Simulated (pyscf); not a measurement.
Structures and frequencies: ωB97X-D3(BJ)/def2-SVP in PySCF.

SMILES: [Cd]([SeH])[CH3]
```xyz
7

C      0.8631    -0.8713    -0.0753
Cd    -0.0387     1.0255     0.0870
Se    -1.0832     3.2346     0.2630
H      0.6311    -1.3304    -1.0487
H      0.4956    -1.5421     0.7168
H      1.9569    -0.7927     0.0194
H     -1.6242     2.9290     1.5932
```
Charge 0, spin multiplicity 1.

**Question.** How much does it cost (ΔH, 298 K, ωB97M-D3(BJ)/def2-TZVP) to split `[CH3][Cd][SeH]` at its Cd–Se bond into [H₃C–Cd]• + SeH•?

**Answer.** Cd–Se to [H₃C–Cd]• + SeH•: 69.6 kcal/mol. The 7 functionals that were run give +66.3 (B3LYP-D3(BJ)) to +77.7 kcal/mol (ωB97X-D3(BJ)/def2-TZVP). The radicals are drawn with the spin at the cut bond; how far it spreads was not checked. Other isomers of [H₃C–Cd]• were not searched in full and may lie lower. Left out: the spin-orbit lowering of SeH, which is large for Br, Se, Te and I. Elements up to Kr have no core potential and no relativistic terms here. Elements past Kr carry the def2 core potentials, without spin-orbit coupling.
